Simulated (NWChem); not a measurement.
Molecule: CH$_{4}$BeS$_{2}$; SMILES [SH][Be][S]C

```xyz
8

Be     0.2680    -0.4459     0.0572
S     -0.2054    -2.2923     0.1116
H     -0.1985    -2.4043    -1.2374
S      0.7613     1.3865     0.0239
C     -0.8699     2.2237    -0.0099
H     -1.4468     1.9500    -0.9028
H     -0.6675     3.3025    -0.0423
H     -1.4533     2.0045     0.8938
```
Atoms are numbered in this order, from 1.

All runs: NWChem. Pople sets run with spherical d functions. Coordinates come from a PBE0/def2-SVP optimisation. B3LYP is NWChem's, with the RPA form of VWN correlation. GIAO values for the isolated, static molecule; σ is the absolute isotropic shielding, δ = σ(reference) − σ with the isolated reference molecule computed at the same levels (13C: tetramethylsilane, 1H: tetramethylsilane).

Task: What does the run give for B3LYP/6-31G*? Quantities: σ Be1 (ppm); σ S2 (ppm); δ H3 (ppm); σ S4 (ppm); δ C5 (ppm); δ H6 (rotor mean) (ppm).

Result: 
```json
{
 "σ Be1 (ppm)": "88.1",
 "σ S2 (ppm)": "730.0",
 "δ H3 (ppm)": "-0.07",
 "σ S4 (ppm)": "677.0",
 "δ C5 (ppm)": "9.3",
 "δ H6 (rotor mean) (ppm)": "1.98"
}
```
